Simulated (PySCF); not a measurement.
# How methods differ on the excitation energy of Se²⁺

Se²⁺ [Ar] 3d10 4s2 4p2 (3P) → Se²⁺ [Ar] 3d10 4s2 4p1 4d1 (high-spin determinant), as a difference of total energies. Calculation: PySCF 2.14, in aug-cc-pwCVTZ-PP with ECP10MDF (8s7p6d4f1g, 96 functions); scalar relativity through the core potential. Correlated levels: valence: 3s2 3p6 3d10 frozen; valence and next inner shell: nothing frozen outside the core potential. The calculations carry no spin-orbit coupling.

| method | excitation energy (eV) |
| --- | --- |
| UHF | 16.029 |
| LDA | 14.851 |
| PBE | 14.656 |
| PBE0 | 15.093 |
| r2SCAN | 15.341 |
| wB97X-V | 15.322 |
| r2SCAN0 | 15.566 |
| wB97X | 15.413 |
| HSE06 | 15.067 |
| MP2 (valence) | 15.599 |
| SCS-MP2 (valence) | 15.580 |
| MP2 (valence and next inner shell) | 15.699 |
| SCS-MP2 (valence and next inner shell) | 15.644 |

Q: How much does correlation contribute at MP2 (valence and next inner shell)?

A: 15.699 − (16.029) = -0.330 eV, measured against UHF.

The promoted electron is Rydberg-like, and one or two diffuse shells describe it only roughly, which tends to raise the upper state.

The determinant of the upper state mixes LS terms, which raises its energy above the lowest term, most at the Hartree-Fock and MP2 levels.
